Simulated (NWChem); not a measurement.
Everything below was run with NWChem. System: vinylene carbonate (C$_{3}$H$_{2}$O$_{3}$), charge 0, spin multiplicity 1, at a geometry optimised with B3LYP/def2-SVP. Level: PBE/def2-TZVP.

Part of the output:

```
             Northwest Computational Chemistry Package (NWChem) 7.3.0
             --------------------------------------------------------

                                NWChem Input Module
                                -------------------

 Scaling coordinates for geometry "geometry" by  1.889725989
 (inverse scale =  0.529177249)

 Turning off AUTOSYM since
 SYMMETRY directive was detected!

                             Geometry "geometry" -> ""
                             -------------------------

 Output coordinates in angstroms (scale by  1.889725989 to convert to a.u.)

  No.       Tag          Charge          X              Y              Z
 ---- ---------------- ---------- -------------- -------------- --------------
    1 O                    8.0000     0.00000000     0.00000000    -1.97534900
    2 C                    6.0000     0.00000000     0.00000000    -0.78853100
    3 O                    8.0000    -1.10383800     0.00000000     0.02293600
    4 C                    6.0000    -0.66849200     0.00000000     1.32820200
    5 C                    6.0000     0.66849200     0.00000000     1.32820200
    6 O                    8.0000     1.10383800     0.00000000     0.02293600
    7 H                    1.0000    -1.41734300     0.00000000     2.11429200
    8 H                    1.0000     1.41734300     0.00000000     2.11429200

 Effective nuclear repulsion energy (a.u.)     229.3745336870

            Nuclear Dipole moment (a.u.)
            ----------------------------
        X                 Y               Z
 ---------------- ---------------- ----------------
     0.0000000000     0.0000000000     0.0000113384

      Symmetry information
      --------------------

 Group name             C2v
 Group number             16
 Group order               4
 No. of unique centers     5

      Symmetry unique atoms

     1    2    3    4    7


 Summary of "ao basis" -> "" (spherical)
 ------------------------------------------------------------------------------
       Tag                 Description            Shells   Functions and Types
 ---------------- ------------------------------  ------  ---------------------
 *                         def2-tzvp                  on all atoms

  pbe96 is a nonlocal functional; adding pw91lda local functional.

                                 NWChem DFT Module
                                 -----------------

 Summary of "ao basis" -> "ao basis" (spherical)
 ------------------------------------------------------------------------------
       Tag                 Description            Shells   Functions and Types
 ---------------- ------------------------------  ------  ---------------------
 O                         def2-tzvp                11       31   5s3p2d1f
 C                         def2-tzvp                11       31   5s3p2d1f
 H                         def2-tzvp                 4        6   3s1p

 Summary of "ao basis" -> "ao basis" (spherical)
 ------------------------------------------------------------------------------
       Tag                 Description            Shells   Functions and Types
 ---------------- ------------------------------  ------  ---------------------
 O                         def2-tzvp                11       31   5s3p2d1f
 C                         def2-tzvp                11       31   5s3p2d1f
 H                         def2-tzvp                 4        6   3s1p

      Symmetry analysis of basis
      --------------------------

        a1         75
        a2         27
        b1         61
        b2         35

            General Information
            -------------------
          SCF calculation type: DFT
          Wavefunction type:  closed shell.
          No. of atoms     :     8
          No. of electrons :    44
           Alpha electrons :    22
            Beta electrons :    22
          Charge           :     0
          Spin multiplicity:     1
          Use of symmetry is: on ; symmetry adaption is: on
          Maximum number of iterations: 100
          AO basis - number of functions:   198
                     number of shells:    74
          Convergence on energy requested:  1.00D-06
          Convergence on density requested:  1.00D-05
[...]
EAF file 0: "./mol.aoints.0" size=524288 bytes
------------------------------------------------------------
               write      read    awrite     aread      wait
               -----      ----    ------     -----      ----
     calls:        1         0         0         0         0
   data(b): 5.24e+05  0.00e+00  0.00e+00  0.00e+00
   time(s): 0.00e+00  0.00e+00  0.00e+00  0.00e+00  0.00e+00
rate(mb/s): 0.00e+00  0.00e+00
------------------------------------------------------------

 Grid integrated density:      43.999781535703
 Requested integration accuracy:   0.10E-05

   convergence    iter        energy       DeltaE   RMS-Dens  Diis-err    time
 ---------------- ----- ----------------- --------- --------- ---------  ------
 d= 0,ls=0.0,diis     1   -338.3944542090 -5.68D+02  2.81D+01  8.93D+00    10.9
 d= 0,ls=0.0,diis     2   -335.0240765525  3.37D+00  1.47D-02  3.91D+01    12.1
 d= 0,ls=0.0,diis     3   -340.2387834447 -5.21D+00  7.55D-03  6.71D+00    13.3
 d= 0,ls=0.0,diis     4   -340.8799943189 -6.41D-01  2.69D-03  8.30D-01    14.5
 d= 0,ls=0.0,diis     5   -340.9039489116 -2.40D-02  1.55D-03  5.77D-01    15.7
  Resetting Diis
 d= 0,ls=0.0,diis     6   -340.9508771854 -4.69D-02  3.69D-04  1.78D-02    16.9
 d= 0,ls=0.0,diis     7   -340.9521492616 -1.27D-03  4.16D-04  5.39D-03    18.1
 d= 0,ls=0.0,diis     8   -340.9504892440  1.66D-03  2.88D-04  2.23D-02    19.3
 d= 0,ls=0.0,diis     9   -340.9526454372 -2.16D-03  6.78D-05  7.94D-04    20.5
 d= 0,ls=0.0,diis    10   -340.9527273294 -8.19D-05  6.42D-06  3.80D-06    21.7
 d= 0,ls=0.0,diis    11   -340.9527277146 -3.85D-07  1.92D-06  7.70D-07    23.0

         Total DFT energy =     -340.952727714566
      One electron energy =     -919.877780081823
           Coulomb energy =      391.979488326002
    Exchange-Corr. energy =      -42.428969645755
 Nuclear repulsion energy =      229.374533687010

 Numeric. integr. density =       44.000009494035

     Total iterative time =     21.2s

                  Occupations of the irreducible representations
                  ----------------------------------------------

                     irrep           alpha         beta
                     --------     --------     --------
                     a1               11.0         11.0
                     a2                1.0          1.0
                     b1                7.0          7.0
                     b2                3.0          3.0

                       DFT Final Molecular Orbital Analysis
                       ------------------------------------

 Vector   20  Occ=2.000000D+00  E=-3.417255D-01  Symmetry=b2
              MO Center=  1.2D-14, -3.5D-16, -7.0D-01, r^2= 2.8D+00
   Bfn.  Coefficient  Atom+Function         Bfn.  Coefficient  Atom+Function
  ----- ------------  ---------------      ----- ------------  ---------------
     7      0.328082  1 O  py                10      0.264598  1 O  py
    38      0.210829  2 C  py                41      0.166142  2 C  py
   100     -0.165455  4 C  py               131     -0.165455  5 C  py
    13      0.148714  1 O  py               103     -0.142873  4 C  py
   134     -0.142873  5 C  py                69     -0.087654  3 O  py

 Vector   21  Occ=2.000000D+00  E=-2.713849D-01  Symmetry=b1
              MO Center= -2.4D-14,  7.6D-16, -1.6D+00, r^2= 1.5D+00
   Bfn.  Coefficient  Atom+Function         Bfn.  Coefficient  Atom+Function
  ----- ------------  ---------------      ----- ------------  ---------------
     6      0.443877  1 O  px                 9      0.361525  1 O  px
    12      0.230260  1 O  px                98      0.130693  4 C  s
   129     -0.130693  5 C  s                 43      0.101881  2 C  px
    70     -0.100815  3 O  pz               163      0.100815  6 O  pz
    67      0.087385  3 O  s                 68      0.086965  3 O  px

 Vector   22  Occ=2.000000D+00  E=-2.280680D-01  Symmetry=b2
              MO Center= -2.0D-15, -2.4D-15,  4.0D-01, r^2= 3.0D+00
   Bfn.  Coefficient  Atom+Function         Bfn.  Coefficient  Atom+Function
  ----- ------------  ---------------      ----- ------------  ---------------
   100      0.240561  4 C  py               131      0.240561  5 C  py
     7      0.222811  1 O  py               103      0.218808  4 C  py
   134      0.218808  5 C  py                69     -0.196969  3 O  py
   162     -0.196969  6 O  py                10      0.180929  1 O  py
    72     -0.163333  3 O  py               165     -0.163333  6 O  py

 Vector   23  Occ=0.000000D+00  E=-4.415665D-02  Symmetry=a2
              MO Center= -5.3D-14, -7.2D-15,  1.3D+00, r^2= 2.3D+00
   Bfn.  Coefficient  Atom+Function         Bfn.  Coefficient  Atom+Function
  ----- ------------  ---------------      ----- ------------  ---------------
   106      0.562859  4 C  py               137     -0.562859  5 C  py
   100      0.328196  4 C  py               131     -0.328196  5 C  py
   103      0.314193  4 C  py               134     -0.314193  5 C  py
    75     -0.189396  3 O  py               168      0.189396  6 O  py
    69     -0.146533  3 O  py               162      0.146533  6 O  py

 Vector   24  Occ=0.000000D+00  E=-1.863749D-02  Symmetry=b2
              MO Center=  5.1D-14, -7.0D-15, -8.5D-01, r^2= 1.7D+00
   Bfn.  Coefficient  Atom+Function         Bfn.  Coefficient  Atom+Function
  ----- ------------  ---------------      ----- ------------  ---------------
    41      0.486619  2 C  py                38      0.425887  2 C  py
    44      0.366726  2 C  py                13     -0.334070  1 O  py
     7     -0.289448  1 O  py                10     -0.238107  1 O  py
    75     -0.216003  3 O  py               168     -0.216003  6 O  py
    69     -0.197387  3 O  py               162     -0.197387  6 O  py

 Vector   25  Occ=0.000000D+00  E= 1.182194D-02  Symmetry=a1
              MO Center= -2.2D-14,  8.4D-15,  4.8D-01, r^2= 4.6D+00
   Bfn.  Coefficient  Atom+Function         Bfn.  Coefficient  Atom+Function
  ----- ------------  ---------------      ----- ------------  ---------------
    67      0.999089  3 O  s                160      0.999089  6 O  s
    36     -0.890703  2 C  s                 98     -0.845012  4 C  s
   129     -0.845012  5 C  s                  5      0.820344  1 O  s
   107      0.497707  4 C  pz               138      0.497707  5 C  pz
    35     -0.443423  2 C  s                 45      0.360303  2 C  pz

 center of mass
 --------------
 x =   0.00000000 y =   0.00000000 z =  -0.09197349

 moments of inertia (a.u.)
 ------------------
         432.227326240839           0.000000000000           0.000000000000
           0.000000000000         624.181249910034           0.000000000000
           0.000000000000           0.000000000000         191.953923669195

     Multipole analysis of the density
     ---------------------------------

     L   x y z        total         alpha         beta         nuclear
     -   - - -        -----         -----         ----         -------
     0   0 0 0     -0.000000    -22.000000    -22.000000     44.000000

     1   1 0 0      0.000000      0.000000      0.000000      0.000000
     1   0 1 0     -0.000000     -0.000000     -0.000000      0.000000
     1   0 0 1      1.724834      0.862411      0.862411      0.000011

     2   2 0 0    -24.092672    -63.604710    -63.604710    103.116747
     2   1 1 0     -0.000000     -0.000000     -0.000000      0.000000
     2   1 0 1     -0.000000     -0.000000     -0.000000      0.000000
     2   0 2 0    -24.703140    -12.351570    -12.351570      0.000000
     2   0 1 1      0.000000      0.000000      0.000000      0.000000
     2   0 0 2    -25.023913   -128.687680   -128.687680    232.351446

 Task  times  cpu:       23.0s     wall:       23.0s

 Total times  cpu:       23.1s     wall:       23.1s
```

Question: Write an NWChem input that would produce this output.

Answer: This is not unique; one that fits is 
```
start mol
memory heap 200 mb stack 900 mb global 1100 mb
geometry units angstroms nocenter noautoz
  O      0.000000     0.000000    -1.975349
  C      0.000000     0.000000    -0.788531
  O     -1.103838     0.000000     0.022936
  C     -0.668492     0.000000     1.328202
  C      0.668492     0.000000     1.328202
  O      1.103838     0.000000     0.022936
  H     -1.417343     0.000000     2.114292
  H      1.417343     0.000000     2.114292
  symmetry group C2v
end
basis spherical
  * library def2-tzvp
end
dft
  xc xpbe96 cpbe96
  semidirect memsize 60000000 filesize 0
  iterations 100
end
task dft energy
```
